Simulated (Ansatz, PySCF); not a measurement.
H$_{4}$BP (SMILES BP), singlet, at a GFN2-xTB geometry. Base run: PySCF with CASSCF(2,3)/cc-pVDZ.

Here is a job for PySCF.
```python
from pyscf import gto, scf, mcscf
import numpy

mol = gto.M(
    atom='''
B     0.071341   -0.418678   -1.212740
H    -0.675667   -0.007577   -2.012148
H     0.809609   -1.283102   -1.484422
P    -0.093276    0.115414    0.541482
H    -0.300849    1.474889    0.450732
H     1.209343    0.177968    0.987311
''',
    basis='cc-pvdz',
    charge=0,
    spin=0,
    verbose=3,
)

mf = scf.RHF(mol)
mf.kernel()
mc = mcscf.CASSCF(mf, 3, 2)
mc.fix_spin_(ss=0.0)
mc.kernel()
occ = numpy.linalg.eigvalsh(mc.fcisolver.make_rdm1(mc.ci, mc.ncas, mc.nelecas))[::-1]
ss = mc.fcisolver.spin_square(mc.ci, mc.ncas, mc.nelecas)[0]
print('natural occupations', occ.round(4), ' <S^2>', round(ss, 4))
```

Programs used: Ansatz (a program for electronic structure), PySCF; a row that names a program was run with it.

Each row names what was changed in the base input (with any setting that the change needs).

| change | ΔE vs base (mEh) | natural occupations | <S^2> of the state | outcome |
|---|---|---|---|---|
| base | 0.000 | 1.96 0.03 0.01 | 0.00 | converged |
| active space = 2 electrons, 2 orbitals | 4.916 | 1.97 0.03 | 0.00 | converged |
| orbitals = fixed (CASCI) | 14.574 | 1.99 0.01 0.00 | 0.00 | converged |
| solver = newton | 0.000 | 1.96 0.03 0.01 | 0.00 | converged |
| active space = 8 electrons, 6 orbitals | - | - | - | not converged |
| state_average = 2 states | 11.332 | - | - | converged |
| code = ansatz | 0.001 | - | - | converged |
| conv_tol = 1e-5 | 0.000 | 1.96 0.03 0.01 | 0.00 | converged |
| active space = 2 electrons, 4 orbitals | -5.520 | 1.96 0.02 0.01 0.01 | 0.00 | converged |
| code = ansatz; correction = SC-NEVPT2, all electrons | -205.1 | - | - | converged |
| start = MP2 natural orbitals | 0.000 | 1.96 0.03 0.01 | 0.00 | converged |

Active orbitals are taken around the Fermi level unless the row says otherwise; CASSCF can end in different local minima, and two programs can end on different orbitals. State-averaged rows give the lowest state.
